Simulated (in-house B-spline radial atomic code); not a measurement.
A fraction x of an electron is added to 3d in neutral nickel, starting from [Ar] 3d8 4s2 and keeping the highest spin. Computed with a radial B-spline atomic code at the basis-set limit: scalar-relativistic (X2C) LDA VWN5, spin-polarised, spherical fractional occupations, Fermi nucleus of rms radius 3.7757 fm.

```tsv
x	E(x) - E(0) (eV)	3d down level (eV)
0	0.0000	-8.113
0.1	-0.7495	-6.884
0.2	?	?
0.3	-1.8912	-4.564
0.4	-2.2928	-3.477
0.5	?	?
0.6	-2.7835	-1.468
0.7	-2.8840	-0.555
```

(1) What belongs in the row x = 0.2?

(2) What belongs in the row x = 0.5?

(3) Check Janak's theorem between x = 0.3 and 0.4.

(4) Up to what added charge does this functional bind the extra electron?

Answers

(1) An energy change of -1.3784 eV; 3d down at -5.700 eV.

(2) An energy change of -2.5884 eV; 3d down at -2.444 eV.

(3) The slope of the energy is -4.02 eV; the orbital levels give -4.02 eV (ε of the filling orbital, averaged over the two points).

(4) The highest level rises by about 7.5 eV per electron near x = 0.7 and would reach zero near x = 0.77, so a whole extra electron isn't bound at the basis-set limit.
